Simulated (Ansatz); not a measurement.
BrF₂HOTi, SMILES `[OH][Ti]([F])([F])[Br]`: the same geometry under several functionals.

```yaml
crystal:
  periodic: [false, false, false]
  atoms:
    - {symbol: O, position_ang: [-0.274853, -0.033230, 1.341133]}
    - {symbol: Ti, position_ang: [0.197462, -0.170824, -0.345387]}
    - {symbol: F, position_ang: [-1.109407, -0.878808, -1.258513]}
    - {symbol: F, position_ang: [1.622733, -1.170701, -0.453711]}
    - {symbol: Br, position_ang: [0.631199, 1.969144, -1.211131]}
    - {symbol: H, position_ang: [-1.024935, 0.220320, 1.881410]}
basis:
  gaussian: {orbitals: def2-TZVPP}
hamiltonian: {xc: {name: CAM-B3LYP}, dispersion: d4}
output: {orbitals: {seedname: orbitals}}
```

```sh
$ ansatz run in.yaml --threads 4 --pin off --events-out ev --progress --plain
```

It prints (some lines left out):

```
Functional definition: CAM-B3LYP
  name "CAM-B3LYP"
  cite "Yanai, Tew & Handy, Chem. Phys. Lett. 393, 51 (2004) doi:10.1016/j.cplett.2004.06.011"
  cite "Iikura, Tsuneda, Yanai & Hirao, J. Chem. Phys. 115, 3540 (2001) doi:10.1063/1.1383587"
  cite "Becke, Phys. Rev. A 38, 3098 (1988) doi:10.1103/PhysRevA.38.3098"
  cite "Lee, Yang & Parr, Phys. Rev. B 37, 785 (1988) doi:10.1103/PhysRevB.37.785"
  cite "Vosko, Wilk & Nusair, Can. J. Phys. 58, 1200 (1980) doi:10.1139/p80-159"
  parameter alpha = 0.19
  parameter beta = 0.46
  parameter omega = 0.33/bohr
  parameter ac = 0.81
  # Exact exchange under (alpha + beta erf(omega r))/r, Becke's under what is left of 1/r.
  exchange = (1 - alpha - beta)*b88_x + beta*b88_x_sr(omega) + alpha*exact_x + beta*exact_x_lr(omega)
  correlation = (1 - ac)*vwn5_c + ac*lyp_c
1430 factors; their error is unknown
245 factors; integrals over basis functions are off by at most 7.3e-5 eV
mean field evaluation 1: about -100661.0086 eV, gradient 8.2e1 eV
mean field evaluation 2: about -100530.1448 eV, gradient 3.4e2 eV
mean field evaluation 4: about -100671.2089 eV, gradient 1.5e1 eV
mean field evaluation 8: about -100671.6308 eV, gradient 1.7e-1 eV
mean field evaluation 16: about -100672.0697 eV, gradient 3.7e-4 eV
mean field -100672.06968503 eV, -3699.6303229452 hartree, gradient 3.6e-5 eV, S^2 0.000000; 0 other end points of the search recorded, 0 dependent functions left out
reference -100672.06981425 eV, -3699.6303276937 hartree; 42, 42 occupied and 177, 177 virtual orbitals, 1430 factors
Total energy: -100672.19843870 eV, -3699.6350545553 hartree
```

It took 5 s on 4 threads of a server CPU on a shared host, with 0.82 GiB of host memory at the peak.

The same input with `hamiltonian: {xc: pbe0, dispersion: d4}` (abridged; 3.8 s):

```
Functional definition: PBE0
mean field evaluation 16: about -100648.6256 eV, gradient 8.7e-4 eV
mean field -100648.62560571 eV, -3698.7687689212 hartree, gradient 6.4e-5 eV, S^2 0.000000
Total energy: -100648.74966427 eV, -3698.7733279892 hartree
```

Changing it to `hamiltonian: {xc: {name: revPBE}, dispersion: d4}` (abridged; 2.2 s):

```
Functional definition: revPBE
mean field evaluation 16: about -100658.8009 eV, gradient 2.2e-3 eV
mean field -100658.80085151 eV, -3699.1427023071 hartree, gradient 8.7e-5 eV, S^2 0.000000
Total energy: -100659.16322786 eV, -3699.1560193925 hartree
```

The same input with `hamiltonian: {xc: {name: B97M-V}}` (abridged; 9 s):

```
Functional definition: B97M-V
mean field evaluation 16: about -100648.8337 eV, gradient 2.4e-3 eV
mean field -100648.83373522 eV, -3698.7764175397 hartree, gradient 1.6e-5 eV, S^2 0.000000
Total energy: -100648.83380747 eV, -3698.7764201948 hartree
```

Changing it to `hamiltonian: {xc: {name: B3LYP}, dispersion: d4}` and forces (abridged; 6 s):

```
Functional definition: B3LYP
mean field evaluation 16: about -100670.9391 eV, gradient 1.9e-3 eV
mean field -100670.93914215 eV, -3699.5887762606 hartree, gradient 3.3e-5 eV, S^2 0.000000
Total energy: -100671.17627804 eV, -3699.5974908438 hartree
Atom 0 force    -0.085271     0.024494     0.384042 eV/Å
Atom 1 force     0.028630     0.156529    -0.063716 eV/Å
Atom 2 force    -0.322094    -0.175016    -0.233853 eV/Å
Atom 3 force     0.358904    -0.247443    -0.025563 eV/Å
Atom 4 force     0.050488     0.231954    -0.098303 eV/Å
Atom 5 force    -0.030657     0.009482     0.037393 eV/Å
Dipole moment:    -0.317688     0.099127     0.394704 e Å
```

The same input with `hamiltonian: {xc: {name: B2PLYP}}` (abridged; 9 s):

```
Functional definition: B2PLYP
mean field evaluation 16: about -100637.6685 eV, gradient 1.1e-3 eV
mean field -100637.66854946 eV, -3698.3661045309 hartree, gradient 6.1e-6 eV, S^2 0.000000; 1 other end points of the search recorded, 0 dependent functions left out
17 core orbitals not correlated: weight in the atoms' cores, before any rotation towards them, 1.000 or more for the frozen orbitals, at most 0.000 for the correlated occupied ones
second order -48.80154096 eV of doubles, -0.00000000 eV of singles
Total energy: -100650.84512960 eV, -3698.8503349194 hartree
```

B3LYP takes the VWN-RPA correlation (the form of Gaussian; ORCA's B3LYP/G).
